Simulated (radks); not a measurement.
The numbers below are computed, except where a source is named.
Spherical quantum dot in the effective-mass picture: electrons in a well V = -V0 / (1 + exp((r - R)/a)) with V0 = 12.2, R = 2.79, a = 0.22, with a point charge +1 (a donor) at the centre, all in effective atomic units (hartree* = m*/eps^2 hartree, bohr* = eps/m* bohr), one dielectric constant everywhere. Level of theory: non-relativistic Kohn-Sham, PBE, spin-polarised, spherical densities (a radial shooting solver with Libxc functionals). Levels are named by radial order and angular momentum (1s, 1p, 1d, 2s, ...), and open shells are averaged over m. Results are scaled to m* = 0.043 and eps = 6.4, for which hartree* = 28.57 meV and bohr* = 7.876 nm.

N = 10, configuration 1s2 1p6 1d(up 2, down 0). This is the lowest configuration that the search found. Occupied and some empty levels:

level    occupation  eigenvalue (meV)  <r> (nm)
1s up             1           -209.04     11.23
1s down           1           -207.98     11.03
1p up             3           -191.11     13.69
1p down           3           -189.42     13.62
1d up             2           -169.56     14.87
1d down           0           -167.63     14.84
2s up             0           -163.25     10.64
2s down           0           -162.53     10.76
1f up             0           -143.27     15.74
1f down           0           -141.24     15.74
2p up             0           -121.74     12.48
2p down           0           -120.87     12.50

Energy (meV): total -2611.04, kinetic 318.30, external -3547.5, Hartree 754.03, exchange-correlation -135.83.
